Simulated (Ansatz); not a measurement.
Species: GaF, charge 1, doublet. GaF+ (parent SMILES [F][Ga], doublet).
B3LYP-D3(BJ)/def2-TZVP minimum from Ansatz (an electronic-structure program):
```
Ga
F 1 1.7236
```
Charge +1, spin multiplicity 2.

Total energies in aug-cc-pVQZ, 9 correlated electrons, 15 frozen orbitals. Open shells are spin-unrestricted; no spin-orbit coupling. Cores are frozen in correlated methods (noble-gas shells, and filled d and f shells in the p block). No relativity. The spin of FGa+ (parent SMILES [F][Ga], doublet) was assumed, and the state is the lowest solution found for it.

```json
[
 {"method": "HF", "program": "Ansatz", "energy (Eh)": "-2022.49515", "minus CCSDT(Q) (mEh)": "324.97"},
 {"method": "MP2", "program": "Ansatz", "energy (Eh)": "-2022.81200", "minus CCSDT(Q) (mEh)": "8.13"},
 {"method": "CCSD", "program": "Ansatz", "energy (Eh)": "-2022.80777", "minus CCSDT(Q) (mEh)": "12.36"},
 {"method": "CCSD(T)", "program": "Ansatz", "energy (Eh)": "-2022.81946", "minus CCSDT(Q) (mEh)": "0.67"},
 {"method": "CCSDT(Q)", "program": "Ansatz", "energy (Eh)": "-2022.82012", "minus CCSDT(Q) (mEh)": "0.00"}
]
```
